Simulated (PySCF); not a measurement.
```xyz
3
charge 0 multiplicity 5, angstrom
W     0.0000    0.0000   -0.1061
F     1.7731    0.0000    0.5244
F    -1.7731    0.0000    0.5244
```

Method: PySCF, UPBE0, basis W def2-TZVP with ECP60, F def2-TZVP (scalar-relativistic core potentials, no spin–orbit coupling, density fitting).

This geometry of WF₂ is a stationary point at this level.

(1) What is the point group?

(2) Is it a minimum?

(3) List the harmonic modes with their infrared intensities.

(4) Give the ideal-gas entropy at 298.15 K and 1 bar by parts.

(5) What is the atomisation energy, with and without zero-point energy?

Results:

(1) C2v.

(2) Yes: all harmonic wavenumbers are real.

(3) 
```tsv
symmetry	ω (cm⁻¹)	IR (km/mol)
a1	117	4.2
b2	652	199
a1	670	29.3
```

(4) translation 176.2, rotation 93.4, vibration 16.2, spin 13.4; total 299.2 J/(mol K).

(5) 1096 kJ/mol without, 1087 kJ/mol with.

Other isomers or separated fragments may lie lower. Open d and f shells are described by one determinant, and the ground state may have another occupation or spin. Spin–orbit coupling, left out here, can matter for elements this heavy.
